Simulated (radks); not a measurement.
Results of a calculation; reference values are marked as such.
Valence configurations of Cs (all share [Xe]). Level of theory: non-relativistic Kohn-Sham, BLYP, spin-unpolarised, spherical densities, point nucleus; relativity is left out, which matters for an element this heavy (a radial shooting solver on a logarithmic mesh with Libxc functionals). Energies are relative to 6s1; eigenvalues in eV.

valence      E (eV)   e(5d)   e(6p)   e(6s)
6s1           0.000       -       -  -1.935
6s0.5 6p0.5   0.639       -  -0.929  -2.239
5d0.5 6s0.5   0.722  -0.459       -  -1.907
6p1           1.309       -  -1.138       -
5d1           1.446  -0.483       -       -

NIST lists [Xe] 6s1 as the ground configuration; this level of theory agrees among the configurations tried. The energies are those of spherical spin-averaged densities, not of single terms. No valid solution was reached for [Xe] 4f1. Relativity is left out, which favours d and f over s occupation in heavy atoms.
